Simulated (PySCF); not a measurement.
Electronic structure of B⁺ (boron, charge +1) at the UHF level

Configuration: [He] 2s2, closed-shell 1S. All numbers are calculated (PySCF 2.14, scalar relativity by spin-free X2C-1e, in x2c-SVPall).

```json
{"Total energy": "-24.208699 hartree", "One-electron energy": "-30.2994 hartree", "Hartree (Coulomb) energy": "9.5726 hartree", "Exchange energy": "-3.4819 hartree", "⟨S²⟩": "0.0000", "⟨L²⟩": "0.000", "Sum of ⟨r⟩": "4.296 bohr", "Sum of ⟨r²⟩": "8.141 bohr²", "Langevin diamagnetic susceptibility": "-6.45 ×10⁻⁶ cm³/mol", "Time after the integrals": "0.03 s of wall time on 1 thread of Neoverse-V1 (shared host)"}
```

```json
{"shell": "1s", "electrons": "2", "mean orbital energy (hartree)": "-8.19392", "rms radius, mean of both spins (bohr)": "0.378"}
{"shell": "2s", "electrons": "2", "mean orbital energy (hartree)": "-0.86507", "rms radius, mean of both spins (bohr)": "1.98"}
```
